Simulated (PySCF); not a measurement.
Predicted microwave data (PySCF 2.14.0, PBE0-D3(BJ)/def2-SVP geometry optimisation, gas phase) for one isomer of C6H15N:

| Property | Result |
| --- | --- |
| Rotational constants | A = 13079, B = 767.2, C = 746.2 MHz |
| Dipole components | \|μa\| = 0.00 D, \|μb\| = 0.12 D, \|μc\| = 0.75 D |
| Inertial defect | -20.11 u·Å² |
| κ | -1.00 |

Question: Which structure is it? (One computed conformer of each.)
A. `[CH3:1][CH2:2][N:3]([CH3:4])[CH:5]([CH3:6])[CH3:7]` with C1–C2–N3–C4 75°, C2–N3–C5–C6 71°
B. `[CH3:1][CH2:2][C@H:3]([CH3:4])[N:5]([CH3:6])[CH3:7]` with C1–C2–C3–C4 -176°, C2–C3–N5–C6 -156°
C. `[CH3:1][CH2:2][CH2:3][NH:4][CH2:5][CH2:6][CH3:7]` with C1–C2–C3–N4 178°, C2–C3–N4–C5 180°, C3–N4–C5–C6 180°, N4–C5–C6–C7 -178°
D. `[CH3:1][NH:2][CH2:3][C:4]([CH3:5])([CH3:6])[CH3:7]` with C1–N2–C3–C4 174°
E. `[CH3:1][NH:2][C@H:3]([CH3:4])[CH:5]([CH3:6])[CH3:7]` with C1–N2–C3–C4 -71°, N2–C3–C5–C6 177° (methyl-1,2-dimethylpropylamine)

Answer: C. It is CCCNCCC, a near-prolate asymmetric top, point group Cs. The candidates at the same level (rigid rotor, commonest isotopes):

```
         SMILES  A (MHz)  B (MHz)  C (MHz)  μa (D)  μb (D)  μc (D)  Δ (u·Å²)  point group                        rotor
CC[C@H](C)N(C)C     3087     1966     1643    0.31    0.43    0.05   -113.04           C1               asymmetric top
CN[C@H](C)C(C)C     3739     1781     1315    0.46    0.77    0.33    -34.48           C1               asymmetric top
    CNCC(C)(C)C     4158     1484     1467    0.23    0.01    0.83   -117.74            –                            –
    CCN(C)C(C)C     3450     1808     1541    0.27    0.21    0.36    -98.07           C1               asymmetric top
        CCCNCCC    13079    767.2    746.2    0.00    0.12    0.75    -20.11           Cs  near-prolate asymmetric top
```

`CN[C@H](C)C(C)C` has B 132 % too high; `CCN(C)C(C)C` has B 136 % too high; `CNCC(C)(C)C` has C 97 % too high; `CC[C@H](C)N(C)C` has B 156 % too high. In the right answer the mirror of this Cs structure is the bc plane, so μa vanishes by symmetry. No structure here is proved a minimum.
